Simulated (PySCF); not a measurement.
**Spinor energies of Pb(4+) (lead, charge +4)**

Start: [Xe] 4f14 5d10. Calculated with PySCF 2.14 in x2c-TZVPall-2c (11s11p9d3f, 110 functions): generalised Hartree-Fock with the X2C-1e Hamiltonian and a Gaussian nucleus; one run each with spin-orbit coupling (SO) switched off, then screened by Boettger's factors.

```json
{"spinor shell": "1s1/2", "electrons": "2", "ε, spin-free (eV)": "-88551.3", "ε, screened SO (eV)": "-88512.6", "weight of nominal j (screened SO)": "1.000", "rms radius, screened SO (bohr)": "0.0181"}
{"spinor shell": "2s1/2", "electrons": "2", "ε, spin-free (eV)": "-16032.2", "ε, screened SO (eV)": "-16019.9", "weight of nominal j (screened SO)": "1.000", "rms radius, screened SO (bohr)": "0.0730"}
{"spinor shell": "2p1/2", "electrons": "2", "ε, spin-free (eV)": "-13777.5", "ε, screened SO (eV)": "-15362.2", "weight of nominal j (screened SO)": "1.000", "rms radius, screened SO (bohr)": "0.0617"}
{"spinor shell": "2p3/2", "electrons": "4", "ε, spin-free (eV)": "-13777.5", "ε, screened SO (eV)": "-13167.7", "weight of nominal j (screened SO)": "1.000", "rms radius, screened SO (bohr)": "0.0700"}
{"spinor shell": "3s1/2", "electrons": "2", "ε, spin-free (eV)": "-3953.2", "ε, screened SO (eV)": "-3949.2", "weight of nominal j (screened SO)": "1.000", "rms radius, screened SO (bohr)": "0.186"}
{"spinor shell": "3p1/2", "electrons": "2", "ε, spin-free (eV)": "-3296.9", "ε, screened SO (eV)": "-3653.2", "weight of nominal j (screened SO)": "1.000", "rms radius, screened SO (bohr)": "0.178"}
{"spinor shell": "3p3/2", "electrons": "4", "ε, spin-free (eV)": "-3296.9", "ε, screened SO (eV)": "-3156.7", "weight of nominal j (screened SO)": "1.000", "rms radius, screened SO (bohr)": "0.195"}
{"spinor shell": "3d3/2", "electrons": "4", "ε, spin-free (eV)": "-2614.4", "ε, screened SO (eV)": "-2675.7", "weight of nominal j (screened SO)": "1.000", "rms radius, screened SO (bohr)": "0.170"}
{"spinor shell": "3d5/2", "electrons": "6", "ε, spin-free (eV)": "-2614.4", "ε, screened SO (eV)": "-2570.5", "weight of nominal j (screened SO)": "1.000", "rms radius, screened SO (bohr)": "0.175"}
{"spinor shell": "4s1/2", "electrons": "2", "ε, spin-free (eV)": "-966.27", "ε, screened SO (eV)": "-965.06", "weight of nominal j (screened SO)": "1.000", "rms radius, screened SO (bohr)": "0.408"}
{"spinor shell": "4p1/2", "electrons": "2", "ε, spin-free (eV)": "-747.63", "ε, screened SO (eV)": "-835.92", "weight of nominal j (screened SO)": "1.000", "rms radius, screened SO (bohr)": "0.412"}
{"spinor shell": "4p3/2", "electrons": "4", "ε, spin-free (eV)": "-747.63", "ε, screened SO (eV)": "-712.68", "weight of nominal j (screened SO)": "1.000", "rms radius, screened SO (bohr)": "0.446"}
{"spinor shell": "4d3/2", "electrons": "4", "ε, spin-free (eV)": "-488.31", "ε, screened SO (eV)": "-502.00", "weight of nominal j (screened SO)": "1.000", "rms radius, screened SO (bohr)": "0.455"}
{"spinor shell": "4d5/2", "electrons": "6", "ε, spin-free (eV)": "-488.31", "ε, screened SO (eV)": "-478.36", "weight of nominal j (screened SO)": "1.000", "rms radius, screened SO (bohr)": "0.466"}
{"spinor shell": "5s1/2", "electrons": "2", "ε, spin-free (eV)": "-207.97", "ε, screened SO (eV)": "-207.80", "weight of nominal j (screened SO)": "1.000", "rms radius, screened SO (bohr)": "0.916"}
{"spinor shell": "4f5/2", "electrons": "6", "ε, spin-free (eV)": "-200.44", "ε, screened SO (eV)": "-202.76", "weight of nominal j (screened SO)": "1.000", "rms radius, screened SO (bohr)": "0.493"}
{"spinor shell": "4f7/2", "electrons": "8", "ε, spin-free (eV)": "-200.44", "ε, screened SO (eV)": "-197.79", "weight of nominal j (screened SO)": "1.000", "rms radius, screened SO (bohr)": "0.495"}
{"spinor shell": "5p1/2", "electrons": "2", "ε, spin-free (eV)": "-145.20", "ε, screened SO (eV)": "-161.77", "weight of nominal j (screened SO)": "1.000", "rms radius, screened SO (bohr)": "0.982"}
{"spinor shell": "5p3/2", "electrons": "4", "ε, spin-free (eV)": "-145.20", "ε, screened SO (eV)": "-138.71", "weight of nominal j (screened SO)": "1.000", "rms radius, screened SO (bohr)": "1.07"}
{"spinor shell": "5d3/2", "electrons": "4", "ε, spin-free (eV)": "-69.806", "ε, screened SO (eV)": "-71.587", "weight of nominal j (screened SO)": "1.000", "rms radius, screened SO (bohr)": "1.32"}
{"spinor shell": "5d5/2", "electrons": "6", "ε, spin-free (eV)": "-69.806", "ε, screened SO (eV)": "-68.599", "weight of nominal j (screened SO)": "1.000", "rms radius, screened SO (bohr)": "1.36"}
```

```csv
quantity,spin-free,screened SO
E (hartree),-20862.27078,-20900.15578
M_J,0,0
⟨J²⟩,0.000,0.000
⟨L²⟩,0.000,0.195
⟨S²⟩,0.000,0.195
```

Breit and QED terms are absent; they matter most for the inner s and p1/2 levels.

Densities and radii are taken from the X2C orbitals without a picture-change correction, which distorts them close to the nucleus.

Without spin-orbit coupling the j labels of p, d and f shells carry no meaning; the spin-free column gives the mean over the occupied spinors of each nl shell.
